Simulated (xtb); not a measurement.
xtb input (GFN1-xTB):

```bash
xtb mol.xyz --gfn 1 --opt tight --chrg 0 --uhf 0
```
mol.xyz:
```
10

C      1.65561035    -0.95225228     0.27757214
Al     0.00331140     0.03353891    -0.01764263
C     -1.79909826    -0.50103967     0.48690969
F      0.14820565     1.50107477    -0.78961725
H      1.49510526    -1.88824640     0.81645232
H      2.14055787    -1.19192106    -0.67333983
H      2.37176788    -0.35337905     0.84743066
H     -2.23670403     0.21812167     1.18559199
H     -1.82820795    -1.48552549     0.95826839
H     -2.45849060    -0.52497677    -0.38538512
```

Output:

```
           -------------------------------------------------
          |                Calculation Setup                |
           -------------------------------------------------

           -------------------------------------------------
          |                 G F N 1 - x T B                 |
           -------------------------------------------------

        Reference                      10.1021/acs.jctc.7b00118
      * Hamiltonian:
        H0-scaling (s, p, d)           1.850000    2.250000    2.000000
        zeta-weighting                 0.000000
      * Dispersion:
        s8                             2.400000
        a1                             0.630000
        a2                             5.000000
        s9                             0.000000
      * Repulsion:
        kExp                           1.500000
        rExp                           1.000000
      * Coulomb:
        alpha                          2.000000
        third order                    atomic
        anisotropic                    false
      * Halogen bond correction:
        rad-scale                      1.300000
        damping                        0.440000

          ...................................................
          :                      SETUP                      :
          :.................................................:
          :  # basis functions                  34          :
          :  # atomic orbitals                  33          :
          :  # shells                           21          :
          :  # electrons                        24          :
          :  # halogen bonds                     0          :
          :  max. iterations                   250          :
          :  Hamiltonian                  GFN1-xTB          :
          :  restarted?                      false          :
          :  GBSA solvation                  false          :
          :  PC potential                    false          :
          :  electronic temp.          300.0000000     K    :
          :  accuracy                    1.0000000          :
          :  -> integral cutoff          0.2500000E+02      :
          :  -> integral neglect         0.1000000E-07      :
          :  -> SCF convergence          0.1000000E-05 Eh   :
          :  -> wf. convergence          0.2000000E-04 e    :
          :  Broyden damping             0.4000000          :
          :  net charge                          0          :
          :  unpaired electrons                  0          :
          ...................................................

 iter      E             dE          RMSdq      gap      omega  full diag
   1    -14.0590414 -0.140590E+02  0.724E+00    4.99       0.0  T
   2    -14.0615718 -0.253037E-02  0.438E+00    4.99       1.0  T
   3    -14.0618894 -0.317652E-03  0.288E-01    5.01       1.0  T
   4    -14.0620238 -0.134368E-03  0.339E-02    4.99       1.0  T
   5    -14.0620333 -0.952745E-05  0.746E-03    5.00       4.2  T
   6    -14.0620335 -0.144772E-06  0.906E-04    5.00      34.9  T
   7    -14.0620335 -0.205011E-08  0.111E-04    5.00     285.7  T
[...]
      -------------------------------------------------------------
         1        2.0000           -0.7827837             -21.3006
         2        2.0000           -0.6277049             -17.0807
         3        2.0000           -0.6202044             -16.8766
         4        2.0000           -0.5241897             -14.2639
         5        2.0000           -0.5207430             -14.1701
         6        2.0000           -0.5198228             -14.1451
         7        2.0000           -0.5185605             -14.1107
         8        2.0000           -0.5162414             -14.0476
         9        2.0000           -0.4875366             -13.2665
        10        2.0000           -0.4872884             -13.2598
        11        2.0000           -0.4669490             -12.7063
        12        2.0000           -0.4179692             -11.3735 (HOMO)
        13                         -0.2412637              -6.5651 (LUMO)
        14                         -0.1328436              -3.6149
        15                         -0.1220366              -3.3208
        16                         -0.1201031              -3.2682
        17                         -0.1140324              -3.1030
        18                         -0.1088406              -2.9617
        19                         -0.0856194              -2.3298
        20                         -0.0328272              -0.8933
        21                          0.0037400               0.1018
        22                          0.0300978               0.8190
        23                          0.1082608               2.9459
       ...                                ...                  ...
        33                          0.9115686              24.8050
      -------------------------------------------------------------
                  HL-Gap            0.1767054 Eh            4.8084 eV
             Fermi-level           -0.3296165 Eh           -8.9693 eV

  Mulliken/CM5 charges         n(s)   n(p)   n(d)
     1C    -0.19292 -0.30560   1.023  3.170  0.000
     2Al    0.44436  0.33511   1.248  0.939  0.368
     3C    -0.19292 -0.30560   1.023  3.170  0.000
     4F    -0.37860 -0.36541   1.771  5.608  0.000
     5H     0.04306  0.09638   0.957  0.000  0.000
     6H     0.05820  0.11190   0.942  0.000  0.000
     7H     0.05877  0.11247   0.941  0.000  0.000
     8H     0.05820  0.11190   0.942  0.000  0.000
     9H     0.04306  0.09638   0.957  0.000  0.000
    10H     0.05877  0.11247   0.941  0.000  0.000

Wiberg/Mayer (AO) data.
largest (>0.10) Wiberg bond orders for each atom

 ---------------------------------------------------------------------------
     #   Z sym  total        # sym  WBO       # sym  WBO       # sym  WBO
 ---------------------------------------------------------------------------
     1   6 C    3.951 --     5 H    0.944     7 H    0.935     6 H    0.934
                             2 Al   0.906     3 C    0.185
     2  13 Al   3.134 --     4 F    1.014     1 C    0.906     3 C    0.906
     3   6 C    3.951 --     9 H    0.944    10 H    0.935     8 H    0.934
                             2 Al   0.906     1 C    0.185
     4   9 F    1.104 --     2 Al   1.014
     5   1 H    0.998 --     1 C    0.944
     6   1 H    0.995 --     1 C    0.934
     7   1 H    0.995 --     1 C    0.935
     8   1 H    0.995 --     3 C    0.934
     9   1 H    0.998 --     3 C    0.944
    10   1 H    0.995 --     3 C    0.935
 ---------------------------------------------------------------------------

Topologies differ in total number of bonds
Writing topology from bond orders to xtbtopo.mol

 dipole moment from electron density (au)
     X       Y       Z
  -0.1153  -1.1680   0.6144  total (Debye):    3.367

           -------------------------------------------------
          |                Geometry Summary                 |
           -------------------------------------------------

      molecular mass/u    :       76.0490580
   center of mass at/Å    :        0.0028061       0.0284210      -0.0149504
  moments of inertia/u·Å² :        0.7529551E+02   0.1145168E+03   0.1835345E+03
rotational constants/cm⁻¹ :        0.2238863E+00   0.1472066E+00   0.9184992E-01

 * 9 selected distances

     #   Z          #   Z                                           value/Å
     1   6 C        2  13 Al                                      1.9795659
     2  13 Al       3   6 C                                       1.9795659 (max)
     2  13 Al       4   9 F                                       1.6733139
     1   6 C        5   1 H                                       1.0940550 (min)
     1   6 C        6   1 H                                       1.0953224
     1   6 C        7   1 H                                       1.0951422
     3   6 C        8   1 H                                       1.0953224
     3   6 C        9   1 H                                       1.0940550
     3   6 C       10   1 H                                       1.0951422

 * 3 distinct bonds (by element types)

   Z      Z             #   av. dist./Å        max./Å        min./Å
   1 H    6 C           6     1.0948399     1.0953224     1.0940550
   6 C   13 Al          2     1.9795659     1.9795659     1.9795659
   9 F   13 Al          1     1.6733139     1.6733139     1.6733139

optimized geometry written to: xtbopt.xyz

           -------------------------------------------------
          | TOTAL ENERGY              -13.943851088068 Eh   |
          | GRADIENT NORM               0.000183758920 Eh/α |
Note: The following floating-point exceptions are signalling: IEEE_DENORMAL
normal termination of xtb
          | HOMO-LUMO GAP               4.808399832174 eV   |
           -------------------------------------------------

------------------------------------------------------------------------
------------------------------------------------------------------------
 total:
 SCF:
 ANC optimizer:
```
